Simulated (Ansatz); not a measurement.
PdBr₂⁺. The state is a doublet with charge 1. Geometry r2SCAN-D4/def2-TZVP, that of the neutral singlet; atoms count from 1.

```xyz
3

Pd    0.4801    0.8878   -0.0740
Br    1.2740   -1.2427    0.2766
Br   -1.7541    0.3549   -0.2026
```

In the def2 sets Pd takes a core potential; there is no spin–orbit coupling. The structure comes from a short search, and lower isomers may exist.

Estimate the Mulliken populations from the PBE0/def2-TZVP orbitals of Ansatz.


| atom | charge (e) | spin (α − β) | d electrons |
| --- | --- | --- | --- |
| Pd1 | 0.69 | 0.30 | 8.73 |
| Br2 | 0.16 | 0.35 | – |
| Br3 | 0.16 | 0.35 | – |
Mulliken values and Mayer orders depend strongly on the basis.

Where does the spin sit?

Summed by element: Pd 0.30, Br 0.70, of 1 unpaired in all. Largest on single atoms: Br2 0.35, Br3 0.35, Pd1 0.30.

And the Mayer bond orders between bonded heavy atoms (over 0.3)?

Pd1–Br2 1.23 (2.30 Å); Pd1–Br3 1.23 (2.30 Å). Values over 0.3 also appear between atoms too far apart for a bond (Br2–Br3 0.38 at 3.46 Å); they arise where an orbital or an unpaired electron spreads over both atoms.
